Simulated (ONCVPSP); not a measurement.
What one change does to a pseudopotential (tellurium (Te), ONCV)

tellurium (Te), optimised norm-conserving Vanderbilt (ONCV), made with ONCVPSP 4.0.1 (PBE, fully relativistic). Core [Kr], reference 4d10 5s1.5 5p4.5. Waves: 5s: rc 1.50 bohr, ncon 3, nbas 7, qcut 3.6 1/bohr, 1 projector; 5p: rc 2.20 bohr, ncon 4, nbas 8, qcut 3.5 1/bohr, 2 projectors, debl 3.8 Ha; 4d: rc 1.35 bohr, ncon 5, nbas 9, qcut 11.5 1/bohr, 2 projectors, debl 1.9 Ha. Local part: polynomial inside 1.30 bohr (lpopt 5, dvloc0 -1 Ha). Core correction: none.

Open shells are filled in proportion to 2j + 1.

All-electron outer shells of the reference configuration (PBE, scalar-relativistic, ld1.x):

```tsv
shell	level (eV)	outermost node (bohr)	outermost maximum (bohr)
4s	-165.10	0.38	0.70
4p	-115.12	0.38	0.74
4d	-42.33	0.36	0.81
5s	-15.49	0.91	1.80
5p	-6.23	1.00	2.17
```

Change: s: rc 1.42.

Cutoffs: the cutoffs (Ha) at which the residual kinetic energy of the hardest occupied pseudo-wave falls to 1 and 0.1 mHa per electron; they do not see the model core or the augmentation charge, which bear on the density cutoff. Errors are all-electron minus pseudo energies relative to the spin-unpolarised reference configuration.

Task: What does the change do?

Result: The potential gets harder (49 Ha and 65 Ha → 72 Ha and 87 Ha); both files keep a bound ghost (s); of the 4 tests that both files solve, the error grows in 0 and shrinks in 2 by more than 15 % and 0.3 meV (median size 1.4 → 1.3 meV). A smaller radius makes the pseudo-wave follow the all-electron one further in, where it bends more sharply, so more plane waves are needed.

| quantity | base | changed |
| --- | --- | --- |
| cutoff, loose | 49 Ha | 72 Ha |
| cutoff, tight | 65 Ha | 87 Ha |
| loose cutoff by channel | s 19 Ha, p 7.1 Ha, d 49 Ha | s 72 Ha, p 7.1 Ha, d 49 Ha |
| bound ghosts | s | s |
| GHOST(+) flags under 300 eV | p3/2 at 82.9 eV, p1/2 at 92.1 eV | p3/2 at 82.9 eV, p1/2 at 92.1 eV |
| error for 4d10 5s2 5p4, meV [ΔE -4.59 eV] | +1.6 | +1.5 |
| error for 4d10 5s2 5p3, meV [ΔE 5.16 eV] | +1.1 | +0.8 |
| error for 4d10 5s2 5p2, meV [ΔE 23.11 eV] | +2.5 | +1.9 |
| error for 4d10 5s2 5p3.5, meV [ΔE -0.68 eV] | +1.2 | +1.1 |
| p3/2: phases at 2.23 bohr within 0.05 rad from the reference energy up to (Ha; the scan ends near 5) | 2.9 | 2.9 |
| p1/2: phases at 2.23 bohr within 0.05 rad from the reference energy up to (Ha; the scan ends near 5) | 3.3 | 3.3 |
| d5/2: phases at 1.37 bohr within 0.05 rad from the reference energy up to (Ha; the scan ends near 5) | to the end of the scan | to the end of the scan |
| d3/2: phases at 1.37 bohr within 0.05 rad from the reference energy up to (Ha; the scan ends near 5) | to the end of the scan | to the end of the scan |

 A true bound ghost makes a file unfit for plane-wave use even where its test errors are small: the radial tests pick states by their node count and pass the ghost by.
